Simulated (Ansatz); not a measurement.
PtS₂⁺. Charge 1, multiplicity 2. Geometry r2SCAN-D4/def2-TZVP.

Cartesian coordinates in Å:
```
Pt -0.116 0.425 -0.554
S -0.087 1.189 1.379
S 0.204 -1.614 -0.825
```

In the def2 sets Pt takes a core potential; there is no spin–orbit coupling. At PBE-D4/def2-TZVP, BLYP-D4/def2-TZVP, r2SCAN-D4/def2-TZVP, PBE0-D4/def2-TZVP and others the charge 1 doublet is spin-contaminated (final ⟨S²⟩ up to 1.76, 0.75 for a pure state). Another isomer (doublet) lies 1.44 eV lower at PBE0-D4/def2-TZVP; other spin states weren't run for this one.

Task: Estimate the α-spin orbital energies around the gap (eV) in Ansatz with PBE-D4/def2-TZVP, BLYP-D4/def2-TZVP, r2SCAN-D4/def2-TZVP, PBE0-D4/def2-TZVP, ωB97X-V/def2-TZVP.

Result: 
| orbital | PBE-D4/def2-TZVP | BLYP-D4/def2-TZVP | r2SCAN-D4/def2-TZVP | PBE0-D4/def2-TZVP | ωB97X-V/def2-TZVP |
| --- | --- | --- | --- | --- | --- |
| HOMO−5 | -15.85 | -15.63 | -16.19 | -17.13 | -19.39 |
| HOMO−4 | -15.08 | -14.89 | -15.33 | -16.32 | -18.67 |
| HOMO−3 | -13.59 | -13.39 | -13.95 | -14.96 | -17.34 |
| HOMO−2 | -13.49 | -13.33 | -13.74 | -14.69 | -16.93 |
| HOMO−1 | -12.89 | -12.68 | -13.28 | -14.28 | -16.56 |
| HOMO | -12.47 | -12.32 | -12.76 | -13.62 | -15.85 |
| LUMO | -11.57 | -11.47 | -11.23 | -10.37 | -8.19 |
| LUMO+1 | -11.06 | -10.90 | -11.01 | -10.22 | -8.13 |
| LUMO+2 | -7.86 | -7.78 | -7.58 | -6.94 | -4.93 |
| LUMO+3 | -5.22 | -5.16 | -4.80 | -4.39 | -2.57 |
| LUMO+4 | -3.67 | -3.65 | -2.95 | -2.94 | -1.18 |
| LUMO+5 | -3.09 | -3.09 | -2.29 | -2.36 | -0.67 |
| β HOMO | -12.71 | -12.53 | -13.04 | -13.90 | -15.92 |
| β LUMO | -11.79 | -11.69 | -11.69 | -10.93 | -8.91 |
